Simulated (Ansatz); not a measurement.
Molecule: InO$_{2}$, net charge 0, doublet state. It need not be the lowest isomer of its formula. SMILES: [O][In][O]
Geometry: optimised at B3LYP-D3(BJ)/def2-TZVP (Ansatz, a program for electronic structure).

Property: atomisation energy (electronic, to ground-state atoms), in kJ/mol. Correlated levels leave the core frozen unless marked. UHF or UKS for open shells. No spin-orbit coupling. The frozen core is the preceding noble-gas configuration, with the filled d and f shells of earlier blocks. In def2 rows, elements after Kr have scalar-relativistic effective core potentials. The coupled-cluster limit lacks core correlation, which all-electron functionals hold. Basis-set limits of correlation are two-point, X^-3; Hartree-Fock from the larger set.

```csv
level,program,atomisation energy (kJ/mol)
HF/def2-SVPD,Ansatz,65.6
HF/def2-QZVPP,Ansatz,105.8
```

### Question
What does CCSD(T)/CBS(def2-TZVPP,def2-QZVPP) (Ansatz) give?

### Answer
577.5 kJ/mol
